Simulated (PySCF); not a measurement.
AlClH₅NO₂Si, SMILES [Al]([NH][SiH2]Cl)([OH])[OH]. Atoms are numbered in the order given.

```xyz
11

Si     1.4715     0.4693    -0.3855
Cl     2.4031    -0.4801     1.2170
N      0.0369    -0.3232    -0.8884
Al    -1.6411    -0.0057    -0.3506
O     -2.8365    -1.0486    -0.9412
O     -2.0312     1.2752     0.6860
H      1.0994     1.8303     0.0941
H      2.4857     0.5294    -1.4722
H      0.1735    -1.1507    -1.4660
H     -3.7668    -0.9942    -0.7199
H     -1.4279     1.9003     1.0884
```
Charge 0, spin multiplicity 1.

Coordinates come from a PBE0-D3(BJ)/def2-SVP optimisation. The structure was generated by enumeration; whether it is a known compound was not checked. Other conformers were not sampled.

All values below come from KT2/pcSseg-1 (PySCF).

GIAO shieldings, no solvent; atoms listed in one row are averaged. δ = σ(ref) − σ: ²⁹Si against TMS (σ = 361.9 ppm); ³⁵Cl against HCl (σ = 945.4 ppm); ¹⁵N against NH3 (σ = 266.2 ppm); ¹⁷O against H2O (σ = 330.4 ppm); ¹H against TMS (σ = 31.47 ppm), references at their B3LYP-D3(BJ)/def2-TZVP geometries, non-relativistic (without spin–orbit terms, shifts of atoms bonded to Cl or Br come out too high).

```json
[
 {"nucleus": "²⁹Si", "atoms": "Si1", "count": "1", "δ (ppm)": "-18.0"},
 {"nucleus": "³⁵Cl", "atoms": "Cl2", "count": "1", "δ (ppm)": "96.3"},
 {"nucleus": "¹⁵N", "atoms": "N3", "count": "1", "δ (ppm)": "42.7"},
 {"nucleus": "¹⁷O", "atoms": "O6", "count": "1", "δ (ppm)": "16.9"},
 {"nucleus": "¹⁷O", "atoms": "O5", "count": "1", "δ (ppm)": "8.9"},
 {"nucleus": "¹H", "atoms": "H8", "count": "1", "δ (ppm)": "5.79"},
 {"nucleus": "¹H", "atoms": "H7", "count": "1", "δ (ppm)": "5.46"},
 {"nucleus": "¹H", "atoms": "H11", "count": "1", "δ (ppm)": "1.70"},
 {"nucleus": "¹H", "atoms": "H10", "count": "1", "δ (ppm)": "1.60"},
 {"nucleus": "¹H", "atoms": "H9", "count": "1", "δ (ppm)": "1.40"}
]
```
